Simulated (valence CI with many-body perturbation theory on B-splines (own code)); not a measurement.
Ti15+: configurations and terms from energies and g

Calculated by valence CI with perturbative core correlation (CI+MBPT): five valence electrons over a frozen Dirac-Fock core [He], radial functions for each j: 9 s, 9 p, 8 d, 6 f, 3 g, 1 h, with the one-electron correlation potential Σ1, the two-electron term Σ2, the three-electron term Σ3, Breit, model QED; selected CI, second order for the rest (own B-spline code, finite nucleus).

No measured levels were compared; by estimate levels of excited configurations hold to 0.05 to 0.15 % of their energy, terms of the ground configuration to about 0.5 %. Among the levels kept, up to 1900 cm⁻¹ of a level comes from second order outside the variational space, and about a tenth of that is noise between levels of different J, which matters for small intervals.

| No. | J | Parity | E (cm⁻¹) | g |
| --- | --- | --- | --- | --- |
| 1 | 3/2 | odd | 0 | 1.973 |
| 2 | 3/2 | odd | 116370 | 0.895 |
| 3 | 5/2 | odd | 131020 | 1.198 |
| 4 | 1/2 | odd | 198110 | 0.662 |
| 5 | 3/2 | odd | 219660 | 1.260 |
| 6 | 5/2 | even | 589310 | 1.594 |
| 7 | 3/2 | even | 620710 | 1.729 |
| 8 | 1/2 | even | 633940 | 2.656 |
| 9 | 3/2 | even | 813700 | 0.810 |
| 10 | 5/2 | even | 817800 | 1.202 |
| 11 | 1/2 | even | 940720 | 1.807 |
| 12 | 3/2 | even | 977450 | 1.322 |
| 13 | 1/2 | even | 1021400 | 0.867 |
| 14 | 3/2 | odd | 1538500 | 1.332 |

Energies count from the lowest level. Strongly mixed levels and levels close to another of their J and parity are left out, so the numbers can have gaps.

**Question.** Give configuration and LS term of each level.

**Answer.** 1: 2s²2p³ ⁴S°; 2: 2s²2p³ ²D°; 3: 2s²2p³ ²D°; 4: 2s²2p³ ²P°; 5: 2s²2p³ ²P°; 6: 2s2p⁴ ⁴P; 7: 2s2p⁴ ⁴P; 8: 2s2p⁴ ⁴P; 9: 2s2p⁴ ²D; 10: 2s2p⁴ ²D; 11: 2s2p⁴ ²S; 12: 2s2p⁴ ²P; 13: 2s2p⁴ ²P; 14: 2p⁵ ²P°.
